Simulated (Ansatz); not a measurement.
Relaxation of BH₆NOS (10 atoms, charge 0, multiplicity 1), to a largest force component of 0.03 eV/Å in at most 50 steps.

These are results of Ansatz, RKS PBE-D4/6-31G*, not measurements.

```xyz
10
Properties=species:S:1:pos:R:3
B -0.193 -0.254 -0.166
H -0.147 -0.553 0.995
O 0.939 -0.045 -0.925
H 1.734 -0.046 -0.362
N -1.460 -0.138 -0.788
H -2.321 -0.423 -0.332
H -1.560 0.055 -1.784
S -0.085 2.482 1.292
H -0.883 2.212 0.226
H -0.192 1.169 1.714
```

Q: Where does it end, and by what steps?

A: The forces met the threshold. The force dipped under the threshold on the way, but the program's further checks kept it going. After 19 steps the energy has fallen by 0.177 eV; H10 moved furthest, 1.37 Å.

```
step  energy less start (eV)  largest force component (eV/Å)  accepted
   0                  0.0000                           0.672       yes
   1                 -0.0932                           0.440       yes
   2                 -0.1029                           0.483       yes
   3                 -0.1203                           0.147       yes
   4                 -0.1251                           0.077       yes
   5                 -0.1266                           0.528       yes
   6                 -0.1363                           0.123       yes
   7                 -0.1406                           0.188       yes
   8                 -0.1430                           0.136       yes
   9                 -0.1463                           0.614       yes
  10                 -0.1619                           0.157       yes
  11                 -0.1638                           0.315       yes
  12                 -0.1713                           0.137       yes
  13                 -0.1693                           0.279        no
  14                 -0.1732                           0.058       yes
  15                 -0.1741                           0.025       yes
  16                 -0.1755                           0.066       yes
  17                 -0.1762                           0.072       yes
  18                 -0.1765                           0.049       yes
  19                 -0.1766                           0.015       yes
```

```xyz
10
Properties=species:S:1:pos:R:3
B 0.001 -0.595 -0.369
H 0.102 -1.227 0.659
O 1.042 -0.459 -1.262
H 1.840 -0.906 -0.928
N -1.222 0.067 -0.662
H -2.076 -0.128 -0.147
H -1.383 0.509 -1.568
S -0.925 3.014 1.282
H -0.936 1.898 0.481
H -0.609 2.285 2.384
```

Time of the run: 48 s on 1 thread of Arm Neoverse V2 (shared host), peak memory 0.15 GiB.
